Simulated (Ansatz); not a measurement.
HBCl (SMILES [BH]Cl), doublet, at a GFN2-xTB geometry.

Ansatz (a program for electronic structure) was given this input:
Ansatz 0.2 input:
```yaml
crystal:
  periodic: [false, false, false]
  atoms:
    - {symbol: B, position_ang: [-1.11910595, 0.43366543, 0.05067460]}
    - {symbol: Cl, position_ang: [0.44881581, -0.11025720, -0.01488399]}
    - {symbol: H, position_ang: [-2.03433907, -0.29395469, -0.00034516]}
basis:
  gaussian:
    orbitals: aug-pcseg-1.json
magnetization: {spin_polarized: true, initial_magnetization: 1}
correlation: {method: mp2}
```
The basis file holds aug-pcseg-1 in the JSON format of the Basis Set Exchange.

**Question.** Predict the SCF-reference <S^2> from MP2/aug-pcseg-1 in Ansatz.

**Answer.** 0.754

**Question.** What is the computed MP2 correlation energy (MP2/aug-pcseg-1)?

**Answer.** -0.2021 Eh

**Question.** What total energy does MP2/aug-pcseg-1 give?

**Answer.** -484.8907 Eh

**Question.** What is the computed number of basis functions (MP2/aug-pcseg-1)?

**Answer.** 59
